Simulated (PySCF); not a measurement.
Species: C₆H₅F.
SMILES with atom numbers: `[CH:1]#[C:2][C@@H:3]1[CH2:4][CH:5]=[C:6]1[F:7]` (hydrogens: H8 on C1; H9 on C3; H10, H11 on C4; H12 on C5)

Structure used (GFN2-xTB), in Å, numbered top down from 1:
```xyz
12
C6H5F angstrom
C      2.595   -0.232    0.432
C      1.404   -0.173    0.545
C     -0.031   -0.080    0.652
C     -0.847   -0.774   -0.488
C     -1.360    0.601   -0.843
C     -0.658    1.183    0.118
F     -0.514    2.442    0.537
H      3.638   -0.292    0.347
H     -0.352   -0.352    1.660
H     -0.229   -1.244   -1.250
H     -1.601   -1.476   -0.139
H     -2.043    0.941   -1.597
```

Method used: PySCF, TDDFT PBE0/def2-SVPD, vertical, gas phase, core orbitals frozen in the response.

Transition dipole moments from the ground state, in atomic units and in the frame of the coordinates above (overall signs are arbitrary), for the states with f of 0.002 or more among the lowest 8:

```csv
state,E (eV),μx,μy,μz
S1,6.535,-0.116,0.021,-0.104
S2,6.663,0.306,-0.003,0.199
S3,6.738,-0.145,-0.073,-0.116
S5,7.093,0.425,0.083,0.160
S6,7.239,-0.271,0.092,-0.054
S7,7.262,-0.226,-0.094,-0.290
S8,7.454,0.289,0.293,0.539
```

Q: What oscillator strength does each state have?

A: f = (2/3) ΔE |μ|² with ΔE in hartree (27.2114 eV).

| state | \|μ\|² (au) | \|μ\| (D) | f |
| --- | --- | --- | --- |
| S1 | 0.025 | 0.40 | 0.004 |
| S2 | 0.133 | 0.93 | 0.022 |
| S3 | 0.040 | 0.51 | 0.007 |
| S5 | 0.213 | 1.17 | 0.037 |
| S6 | 0.085 | 0.74 | 0.015 |
| S7 | 0.144 | 0.96 | 0.026 |
| S8 | 0.460 | 1.72 | 0.084 |

Q: Which bond between heavy atoms lies closest to the direction of the S8 transition dipole?

A: C3–C4 and C5–C6, at 7° from it; next C6–F7 at 45°.

Q: What angle do the transition dipoles of S5 and S6 make?

A: |cos θ| = |μa·μb| / (|μa| |μb|) = 0.86, so θ ≈ 30° (taken between 0 and 90°, since the signs are arbitrary).

Q: How is the summed strength of these states shared among x, y and z?

A: (2/3) Σ ΔE μα² gives 0.090 for x, 0.021 for y and 0.083 for z, 0.194 in all.

Q: What peak molar absorption coefficient would the strongest computed level give as a lone Gaussian band 0.3 eV wide at half height?

A: ε(max) = 2.175×10⁸ f / FWHM, with the width in cm⁻¹. S8: 2.175×10⁸ × 0.0840 / 2420 ≈ 7500 L mol⁻¹ cm⁻¹.
